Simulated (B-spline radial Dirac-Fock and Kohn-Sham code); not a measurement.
**Dipole and non-dipole photoemission parameters of Cl³⁺ 1s**

System: Cl³⁺, configuration 1s2 2s2 2p6 3s2 3p2; threshold 2853.7 eV (orbital energy of the model). Method: Dirac-Hartree-Slater photoionisation with a Latter tail; cross sections with all multipoles, angular parameters from the dipole term and its interference with E2. Computed with a radial B-spline solver.

The run's input, task.json:

```json
{"items": [{
  "Z": 17,
  "q": 3,
  "cfg": [[1, 0, 2], [2, 0, 2], [2, 1, 6], [3, 0, 2], [3, 1, 2]],
  "A": 35,
  "rrms": 3.3654,
  "do": "xps",
  "hv": [60, 61.9, 75.5, 98.8, 100, 146.0, 150, 157.0, 162.0, 192.0, 258.0, 269.0, 300, 309.0, 380.0, 401.0, 403.0, 600, 619.0, 733.0, 803.0, 1253.6, 2450.0, 2510.0, 3050.0, 4000, 6040.0, 6930.0, 8047.8, 9870.0]
}]}
```

Launch: `python xray2_run.py task.json out`

| hν (eV) | σ (kb) | β | γ |
| --- | --- | --- | --- |
| 3050 | 74.7 | 2.000 | 0.017 |
| 4000 | 37.4 | 2.000 | 0.544 |
| 6040 | ? | ? | ? |
| 6930 | 8.56 | 2.000 | 1.311 |
| 8047.8 | 5.64 | 2.000 | 1.518 |
| 9870 | 3.16 | 2.000 | 1.812 |

Question: Give the values at 6040 eV.

Answer: σ = 12.5 kb, β = 2.000, γ = 1.125. For an s subshell δ is negligible.
